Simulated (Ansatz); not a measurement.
Z-matrix (Å, degrees):
```
C
Si 1 2.153
O 1 1.430 2 50.6
O 1 1.430 2 50.6 3 180.0
H 1 1.095 2 124.4 3 90.0
H 1 1.095 2 124.4 3 -90.0
H 2 1.483 1 125.2 3 90.0
H 2 1.483 1 125.2 3 -90.0
```

Total charge 0; spin multiplicity 1.

Problem. List the PBE0/def2-TZVPP orbital energies in eV (Ansatz 0.2.0). (An estimate is asked.)

Solution. Ansatz gave: Occupied: -1803.85, -522.86, -522.86, -281.19, -146.03, -100.76, -100.68, -100.65, -30.42, -27.09, -18.86, -14.38, -14.21, -13.73, -13.58, -10.61, -10.50, -9.40, -9.31, -8.01. Lowest empty: -0.54, 0.89, 1.92, 2.46, 2.81, 3.33, 3.46, 3.84.
